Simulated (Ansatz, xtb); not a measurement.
C2H9BSSi: which of two structures lies lower

We compare a, `BC[Si@@H](C)S`, a singlet, with b, a singlet given by its coordinates. Both are isolated molecules in the gas phase, relaxed with B3LYP-D3(BJ)/def2-SVP; the shapes shown needn't be the lowest conformers.

a (Å):

| atom | x (Å) | y (Å) | z (Å) |
| --- | --- | --- | --- |
| C | 1.7665 | -0.7811 | 0.4551 |
| C | -0.8640 | 0.8015 | -0.0677 |
| B | 2.5625 | 0.2011 | -0.4257 |
| S | -0.7122 | -1.1054 | 2.6749 |
| Si | 0.3131 | 0.1673 | 1.2510 |
| H | 3.4627 | 0.8590 | 0.0408 |
| H | 2.2545 | 0.3901 | -1.5796 |
| H | 1.2814 | -1.5995 | -0.1039 |
| H | 2.3276 | -1.1854 | 1.3128 |
| H | 0.8225 | 1.2797 | 2.0985 |
| H | -1.2306 | -0.0286 | -0.6933 |
| H | -1.7334 | 1.2965 | 0.3909 |
| H | -0.3550 | 1.5221 | -0.7291 |
| H | -1.1181 | -2.0079 | 1.7504 |

b (Å):

```yaml
atoms:
  - { symbol: C, position_ang: [-0.6302, -1.1435, -0.0636] }
  - { symbol: C, position_ang: [-0.9417, 0.7147, 2.3703] }
  - { symbol: B, position_ang: [-0.1772, -0.2990, -1.3040] }
  - { symbol: S, position_ang: [0.4459, -2.3291, -1.0462] }
  - { symbol: Si, position_ang: [-0.0220, -0.7739, 1.6791] }
  - { symbol: H, position_ang: [0.7920, 0.4163, -1.2090] }
  - { symbol: H, position_ang: [-0.8820, -0.2447, -2.2818] }
  - { symbol: H, position_ang: [-1.6410, -1.5735, -0.1015] }
  - { symbol: H, position_ang: [1.6234, -2.0577, -0.4334] }
  - { symbol: H, position_ang: [1.4444, -0.5000, 1.5802] }
  - { symbol: H, position_ang: [-0.2102, -1.9610, 2.5681] }
  - { symbol: H, position_ang: [-0.7891, 1.5952, 1.7267] }
  - { symbol: H, position_ang: [-2.0238, 0.5151, 2.4293] }
  - { symbol: H, position_ang: [-0.5859, 0.9606, 3.3836] }
```

Close contacts (Å): C1–B3 1.57, C1–S4 1.88, C1–Si5 1.88, C2–Si5 1.88, B3–S4 2.14, C1–H8 1.10, C2–H12 1.10, C2–H13 1.10, C2–H14 1.10, B3–H6 1.21, B3–H7 1.21, S4–H9 1.35, Si5–H10 1.50, Si5–H11 1.49.

Question: Estimate which is lower in electronic energy at CCSD(T)/def2-SVP + ΔMP2/def2-TZVPP, and by roughly how much.

Answer: The CCSD(T)/def2-SVP + ΔMP2/def2-TZVPP calculation puts structure a lower, by 0.914 eV.

Level by level:

```json
{"level": "GFN2-xTB", "geometry": "GFN2-xTB", "E(b) − E(a) (eV)": "+0.628", "departure from the last row (eV)": "−0.286", "job, with rough time for the two": "optimisation, 0.23 s"}
{"level": "HF/STO-3G", "geometry": "GFN2-xTB", "E(b) − E(a) (eV)": "+0.637", "departure from the last row (eV)": "−0.277", "job, with rough time for the two": "single point, 0.42 s"}
{"level": "r2SCAN-D4/def2-SVP", "geometry": "GFN2-xTB", "E(b) − E(a) (eV)": "+0.900", "departure from the last row (eV)": "−0.013", "job, with rough time for the two": "single point, 2.9 s"}
{"level": "B3LYP-D3(BJ)/def2-SVP", "geometry": "B3LYP-D3(BJ)/def2-SVP", "E(b) − E(a) (eV)": "+0.942", "departure from the last row (eV)": "+0.028", "job, with rough time for the two": "optimisation, 56 s"}
{"level": "HF/def2-SVP", "geometry": "B3LYP-D3(BJ)/def2-SVP", "E(b) − E(a) (eV)": "+1.228", "departure from the last row (eV)": "+0.315", "job, with rough time for the two": "part of the CCSD(T) run"}
{"level": "MP2/def2-SVP", "geometry": "B3LYP-D3(BJ)/def2-SVP", "E(b) − E(a) (eV)": "+0.877", "departure from the last row (eV)": "−0.037", "job, with rough time for the two": "part of the CCSD(T) run"}
{"level": "CCSD(T)/def2-SVP", "geometry": "B3LYP-D3(BJ)/def2-SVP", "E(b) − E(a) (eV)": "+0.851", "departure from the last row (eV)": "−0.062", "job, with rough time for the two": "single point"}
{"level": "CCSD(T)/def2-SVP + ΔMP2/def2-TZVPP", "geometry": "B3LYP-D3(BJ)/def2-SVP", "E(b) − E(a) (eV)": "+0.914", "departure from the last row (eV)": "", "job, with rough time for the two": "single point, 31 s"}
```

The levels shown agree on the order. The largest departure from CCSD(T)/def2-SVP + ΔMP2/def2-TZVPP is that of HF/def2-SVP, 0.315 eV. The last row adds to CCSD(T) the change of the MP2 difference between the two basis sets, here +0.062 eV.

With thermal terms from frequencies at re-optimised GFN2-xTB minima (ideal gas, soft modes damped towards free rotors, one conformer each, 298.15 K, 1 atm): on the last row, ΔE + ΔZPE = +0.894, ΔH = +0.861, ΔG = +0.945 eV.

The correlated steps freeze 13 core orbitals. Mirror images aren't counted in ΔG. Codes used: Ansatz 0.2.0, xtb 6.7.1; the last row on 2 threads of Intel(R) Xeon(R) 6975P-C (Granite Rapids) on a shared host.
